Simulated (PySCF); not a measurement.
C2H8BFN2, SMILES N(C)(B(N)F)C.

Coordinates come from a B3LYP-D3(BJ)/def2-SVP optimisation. One conformer was computed; it need not be the lowest.

These are TDDFT-PBE/def2-SVPD run with PySCF 2.14.0 values and carry that method's errors.

Vertical excitations. The molecule is in vacuum.

```tsv
state	energy (eV)	λ (nm)	f	main pairs
S1	4.84	256	0.013	HOMO→LUMO 100 %
S2	5.71	217	0.008	HOMO→LUMO+1 100 %
S3	5.97	208	0.001	HOMO→LUMO+2 100 %
S4	6.49	191	0.011	HOMO−1→LUMO 98 %
S5	6.62	187	0.001	HOMO→LUMO+4 93 %
S6	6.87	181	0.177	HOMO→LUMO+3 64 %, HOMO→LUMO+5 22 %
S7	6.94	179	0.072	HOMO→LUMO+5 77 %, HOMO→LUMO+3 18 %
S8	7.24	171	0.001	HOMO→LUMO+6 99 %
S9	7.33	169	0.026	HOMO−1→LUMO+1 99 %
S10	7.58	164	0.001	HOMO−1→LUMO+2 99 %
T1	4.76	261	0	HOMO→LUMO 100 %
T2	5.60	222	0	HOMO→LUMO+1 99 %
T3	5.89	211	0	HOMO→LUMO+2 99 %
T4	6.16	201	0	HOMO→LUMO+3 96 %
```
Triplets are in the Tamm–Dancoff approximation, which puts them higher than full response would, so one can lie above its singlet here.
